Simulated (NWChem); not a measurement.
System: aminoborane (BNH4); SMILES BN

```xyz
6

B      0.0000     0.0000     0.7762
N      0.0000     0.0000    -0.6112
H      0.0000    -1.0575     1.3645
H      0.0000     1.0575     1.3645
H      0.0000     0.8464    -1.1658
H      0.0000    -0.8464    -1.1658
```
Atoms are numbered in this order, from 1.

Results from NWChem. Structure relaxed at the PBE0/def2-SVP level.

**Question.** Estimate the computed values for PBE/aug-cc-pVTZ. Quantities: highest occupied level (eV); orbital gap (eV); dipole (D).

**Answer.** 
```yaml
highest occupied level (eV): -7.38
orbital gap (eV): 6.50
dipole (D): 2.02
```
